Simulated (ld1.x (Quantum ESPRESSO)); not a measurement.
vanadium (V): variants of one TM potential

Base potential:

V, norm-conserving Troullier–Martins (Kleinman–Bylander form), made with ld1.x (Quantum ESPRESSO) 7.5 (LDA (PZ), scalar-relativistic). Core [Ne] 3s2, reference 3p6 3d3 4s1 4p0 (charge +1). Waves: 4s (bound): rc 2.85 bohr; 3p (bound): rc 1.55 bohr; 3d (bound): rc 2.00 bohr. Local part: all-electron potential smoothed inside 2.15 bohr (lloc = -2). Core correction: none.

All-electron outer shells of the reference configuration (LDA (PZ), scalar-relativistic, ld1.x):

| shell | level (eV) | outermost node (bohr) | outermost maximum (bohr) |
| --- | --- | --- | --- |
| 3s | -77.51 | 0.38 | 0.82 |
| 3p | -51.64 | 0.35 | 0.84 |
| 3d | -12.92 | – | 0.88 |
| 4s | -11.17 | 1.17 | 2.59 |
| 4p | -7.02 | 1.29 | 3.16 |

Cutoffs, loose and tight: the cutoffs (Ry, on a coarse ladder) from which the occupation-weighted sum of valence levels, in a spherical-Bessel basis at the reference potential, stays within 10 and 1 mRy of its value at 400 Ry. They do not see the model core or the augmentation charge, which bear on the density cutoff. Test errors are all-electron minus pseudo excitation energies from the reference, over the configurations 3p6 3d3 4s2 4p0; 3p6 3d3 4s0 4p0; 3p6 3d2 4s0 4p0; 3p6 3d3 4s1.5 4p0; 3p6 3d2 4s2 4p0; 3p6 3d4 4s1 4p0; 3p5 3d3 4s2 4p0 (two spin-polarised tests are not counted in the largest error). A dash means not determined; rows that change the core or the reference have their own tests.

| change | outcome | cutoff, loose | cutoff, tight | bound ghosts | largest test error (meV) |
| --- | --- | --- | --- | --- | --- |
| base | generated | 60 Ry | 90 Ry | none | -331 |
| wave 4s (bound): rc 2.85 bohr becomes 4s (bound): rc 1.96 bohr | generated | 60 Ry | 90 Ry | none | -151 |
| wave 4s (bound): rc 2.85 bohr becomes 4s (bound): rc 2.42 bohr | generated | 60 Ry | 90 Ry | none | -367 |
| wave 4s (bound): rc 2.85 bohr becomes 4s (bound): rc 2.90 bohr | generated | 60 Ry | 90 Ry | none | -314 |
| wave 4s (bound): rc 2.85 bohr becomes 4s (bound): rc 4.16 bohr | generated | 60 Ry | 90 Ry | none | +318 |

Q: What comes out with this change to the base: wave 4s (bound): rc 2.85 bohr becomes 4s (bound): rc 3.86 bohr?

A: outcome: generated; cutoff, loose: 60 Ry; cutoff, tight: 90 Ry; bound ghosts: none; largest test error (meV): +239.

Q: What comes out with this change to the base: wave 4s (bound): rc 2.85 bohr becomes 4s (bound): rc 3.24 bohr?

A: outcome: generated; cutoff, loose: 60 Ry; cutoff, tight: 90 Ry; bound ghosts: none; largest test error (meV): -216.

Reading the sweep of the s radius (base included, trends over the rows without a ghost): The loose cutoff stays near 60 Ry. The median size of the test errors (rows with all tests solved) is not monotonic: lowest 5.2 meV at 1.96 bohr, highest 62.7 meV at 4.16 bohr.
